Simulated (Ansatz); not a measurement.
Al5Sb4H16, a cluster cut from zinc blende AlSb (hydrogen-capped). Total charge 0; doublet. Geometry PBE-D4/def2-SVP, that of the charge -1 singlet; atoms count from 1.

```xyz
25

Sb    2.267   -0.596    0.467
Sb   -0.663    1.856    1.982
Sb    0.055    0.821   -2.658
Sb   -1.765   -1.610    0.078
Al    2.679    0.349   -2.028
Al    2.001    1.329    2.339
Al    0.626   -2.755    0.693
Al   -2.778    0.117    1.887
Al   -2.114   -0.845   -2.486
H     3.820   -1.238    0.854
H    -0.785    2.855    0.588
H    -1.084    3.109    3.088
H     0.009    1.593   -4.199
H    -0.381    2.239   -1.786
H    -2.874   -2.925    0.199
H     3.446    1.765   -2.048
H     3.133   -0.820   -3.041
H     2.817    2.672    1.984
H     2.081    0.717    3.829
H     0.598   -3.228    2.233
H     1.005   -3.818   -0.459
H    -2.818   -0.530    3.363
H    -4.056    0.930    1.337
H    -1.785   -2.042   -3.514
H    -3.434    0.053   -2.702
```

In the def2 sets Sb takes a core potential; there is no spin–orbit coupling.

Estimate the Mulliken populations from the PBE0/def2-SVP orbitals of Ansatz.


```csv
atom,charge (e),spin (α − β)
Sb1,-0.33,0.34
Sb2,-0.11,0.05
Sb3,-0.12,0.02
Sb4,-0.33,0.34
Al5,0.38,0.04
Al6,0.37,-0.02
Al7,0.37,0.10
Al8,0.37,-0.02
Al9,0.38,0.03
H10,0.04,-0.01
H11,-0.01,0.00
H12,0.02,0.00
H13,0.01,0.00
H14,-0.01,0.00
H15,0.04,-0.01
H16,-0.11,0.02
H17,-0.11,0.00
H18,-0.10,0.05
H19,-0.11,0.00
H20,-0.10,-0.01
H21,-0.10,-0.01
H22,-0.11,0.00
H23,-0.10,0.06
H24,-0.11,0.00
H25,-0.11,0.02
```
Mulliken values depend strongly on the basis.

Where does the spin sit?

Summed by element: Sb 0.76, Al 0.12, H 0.12, of 1 unpaired in all. Largest on single atoms: Sb1 0.34, Sb4 0.34, Al7 0.10.

And the Mayer bond orders between heavy atoms (over 0.3)?

Sb1–Al5 0.56 (2.70 Å); Sb1–Al6 0.66 (2.70 Å); Sb1–Al7 0.55 (2.72 Å); Sb2–Al6 0.59 (2.74 Å); Sb2–Al8 0.59 (2.74 Å); Sb3–Al5 0.60 (2.74 Å); Sb3–Al9 0.60 (2.74 Å); Sb4–Al7 0.55 (2.72 Å); Sb4–Al8 0.66 (2.70 Å); Sb4–Al9 0.57 (2.70 Å).
